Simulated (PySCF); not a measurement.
**Simulated absorption spectrum**

Si(NCS)2H2, C2H2N2S2Si.
SMILES: `[H][Si]([H])(N=C=S)N=C=S`

The calculation used PySCF, TDDFT CAM-B3LYP/def2-SVPD, vertical, gas phase, core orbitals frozen in the response. Geometry: PBE0-D3(BJ)/def2-SVP; no solvent, vibrations or thermal averaging.

Computed states:

```json
{"state": "S1", "E (eV)": "4.88", "f": "0.0000"}
{"state": "S2", "E (eV)": "4.89", "f": "0.0002"}
{"state": "S3", "E (eV)": "5.11", "f": "0.0045"}
{"state": "S4", "E (eV)": "5.13", "f": "0.0000"}
{"state": "S5", "E (eV)": "5.16", "f": "0.0009"}
{"state": "S6", "E (eV)": "5.21", "f": "0.0003"}
{"state": "S7", "E (eV)": "6.66", "f": "0.0001"}
{"state": "S8", "E (eV)": "6.68", "f": "0.032"}
{"state": "S9", "E (eV)": "6.69", "f": "0.471"}
{"state": "S10", "E (eV)": "6.81", "f": "0.0001"}
```

Each state is given a Gaussian of 0.4 eV full width at half maximum, with ε(max) = 2.175×10⁸ f / Δν̃ (Δν̃ the width in cm⁻¹). The width is an assumption, not a result. The curve ends short of the highest state used, and states not computed would add to its high-energy end.

Q: Give the broadened spectrum and its maxima.

A: 
| E (eV) | ε (L mol⁻¹ cm⁻¹) |
| --- | --- |
| 4.28 | 0 |
| 4.31 | 0 |
| 4.35 | 0 |
| 4.38 | 0 |
| 4.42 | 0 |
| 4.45 | 1 |
| 4.49 | 1 |
| 4.52 | 2 |
| 4.56 | 4 |
| 4.59 | 6 |
| 4.63 | 10 |
| 4.66 | 15 |
| 4.70 | 25 |
| 4.73 | 35 |
| 4.77 | 55 |
| 4.80 | 75 |
| 4.84 | 109 |
| 4.87 | 140 |
| 4.91 | 188 |
| 4.94 | 227 |
| 4.98 | 279 |
| 5.01 | 316 |
| 5.05 | 356 |
| 5.08 | 376 |
| 5.12 | 386 |
| 5.16 | 377 |
| 5.19 | 357 |
| 5.23 | 317 |
| 5.26 | 280 |
| 5.30 | 227 |
| 5.33 | 187 |
| 5.37 | 138 |
| 5.40 | 106 |
| 5.44 | 71 |
| 5.47 | 51 |
| 5.51 | 31 |
| 5.54 | 21 |
| 5.58 | 12 |
| 5.61 | 7 |
| 5.65 | 4 |
| 5.68 | 2 |
| 5.72 | 1 |
| 5.75 | 1 |
| 5.79 | 0 |
| 5.82 | 0 |
| 5.86 | 0 |
| 5.89 | 1 |
| 5.93 | 2 |
| 5.96 | 4 |
| 6.00 | 10 |
| 6.03 | 19 |
| 6.07 | 46 |
| 6.10 | 87 |
| 6.14 | 190 |
| 6.17 | 331 |
| 6.21 | 659 |

Maxima: 242 nm (5.12 eV), ε about 390, made up of S3 (78%) and S5 (16%) (ε in L mol⁻¹ cm⁻¹; maxima over ε = 5, shares over 10%). At its high-energy end, 6.21 eV, the curve is still rising (ε about 660, from S9).

Q: On this curve, what absorbance would a 10⁻³ mol/L sample give at 254 nm over a 1 cm path?

A: 254 nm is 4.881 eV, where ε is about 150 L mol⁻¹ cm⁻¹, so A = ε c l ≈ 0.15 (Beer–Lambert, with the gas-phase spectrum and the assumed width).

Q: Coming from long wavelengths, where does ε first pass 100 L mol⁻¹ cm⁻¹?

A: At about 257 nm (4.83 eV), 0.05 eV below S1.

Q: What would ε be at 5.12 eV, the highest of these maxima, with half the width (0.2 eV)?

A: About 740 L mol⁻¹ cm⁻¹ against 386, a factor of about 1.9; a lone state at its own centre would give exactly 2.
